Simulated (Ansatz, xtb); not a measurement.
Two isomers of C5H6FNO

We compare a, `O=CN1CC=C(F)C1`, a singlet, with b, `C[C@@H]1C=C(F)C(=O)N1`, a singlet. Both are isolated molecules in the gas phase, relaxed with PBE-D3(BJ)/def2-SVP; the shapes shown needn't be the lowest conformers.

a (Å):

```yaml
atoms:
  - { symbol: C, position_ang: [-1.4491, 0.9666, -2.7239] }
  - { symbol: C, position_ang: [-0.9347, -0.0784, -0.5431] }
  - { symbol: C, position_ang: [-0.5364, -1.4855, -0.1948] }
  - { symbol: C, position_ang: [-0.4730, -2.2233, -1.3153] }
  - { symbol: C, position_ang: [-0.8088, -1.4549, -2.5645] }
  - { symbol: F, position_ang: [-0.1547, -3.5153, -1.4213] }
  - { symbol: N, position_ang: [-1.0841, -0.1353, -2.0058] }
  - { symbol: O, position_ang: [-1.6759, 2.0634, -2.2308] }
  - { symbol: H, position_ang: [-1.5180, 0.7495, -3.8296] }
  - { symbol: H, position_ang: [-1.8869, 0.2445, -0.0624] }
  - { symbol: H, position_ang: [-0.1729, 0.6821, -0.2543] }
  - { symbol: H, position_ang: [-0.3318, -1.8410, 0.8223] }
  - { symbol: H, position_ang: [-1.6863, -1.8970, -3.0934] }
  - { symbol: H, position_ang: [0.0424, -1.4550, -3.2860] }
```

b (Å):

```xyz
14

C     0.4101    0.2563   -1.5970
C     0.5610   -0.7560   -0.4538
C     0.3042   -2.1862   -0.8716
C    -0.6926   -2.6819   -0.1131
C    -1.1968   -1.6620    0.8754
F    -1.2362   -3.8905   -0.1508
N    -0.4090   -0.5574    0.6122
O    -2.0836   -1.7791    1.7063
H     0.5761    1.2904   -1.2326
H    -0.6061    0.1934   -2.0338
H     1.1526    0.0563   -2.3952
H     1.5982   -0.6779   -0.0444
H     0.8578   -2.6923   -1.6722
H    -0.5121    0.3144    1.1313
```

Estimate which is lower in electronic energy at CCSD(T)/def2-SVP + ΔMP2/def2-TZVPP, and by roughly how much.

The CCSD(T)/def2-SVP + ΔMP2/def2-TZVPP calculation puts structure b lower, by 0.508 eV.

Level by level:

```
                             level             geometry  E(b) − E(a) (eV)  departure from the last row (eV)  job, with rough time for the two
                          GFN2-xTB             GFN2-xTB              −0.191                            +0.317              optimisation, 0.12 s
                         HF/STO-3G             GFN2-xTB              −0.372                            +0.136              single point, 0.38 s
                r2SCAN-D4/def2-SVP             GFN2-xTB              −0.543                            −0.035               single point, 3.5 s
               PBE-D3(BJ)/def2-SVP  PBE-D3(BJ)/def2-SVP              −0.514                            −0.006                optimisation, 22 s
                       HF/def2-SVP  PBE-D3(BJ)/def2-SVP              −0.432                            +0.076           part of the CCSD(T) run
                      MP2/def2-SVP  PBE-D3(BJ)/def2-SVP              −0.543                            −0.035           part of the CCSD(T) run
                  CCSD(T)/def2-SVP  PBE-D3(BJ)/def2-SVP              −0.481                            +0.027                      single point
CCSD(T)/def2-SVP + ΔMP2/def2-TZVPP  PBE-D3(BJ)/def2-SVP              −0.508                                                  single point, 89 s
```

As drawn, b has 1 C–C, 1 N–H in place of 1 C–N, 1 C–H.

The levels shown agree on the order. The largest departure from CCSD(T)/def2-SVP + ΔMP2/def2-TZVPP is that of GFN2-xTB, 0.317 eV. The last row adds to CCSD(T) the change of the MP2 difference between the two basis sets, here −0.027 eV.

With thermal terms from frequencies at re-optimised GFN2-xTB minima (ideal gas, soft modes damped towards free rotors, one conformer each, 298.15 K, 1 atm): the zero-point term adds +0.020 eV; ΔH is −0.485 and ΔG −0.483 eV.

The correlated steps freeze 8 core orbitals. Mirror images aren't counted in ΔG. Programs: Ansatz 0.2.0, xtb 6.7.1; the last row on 4 threads of Arm Neoverse V1 on a shared host.
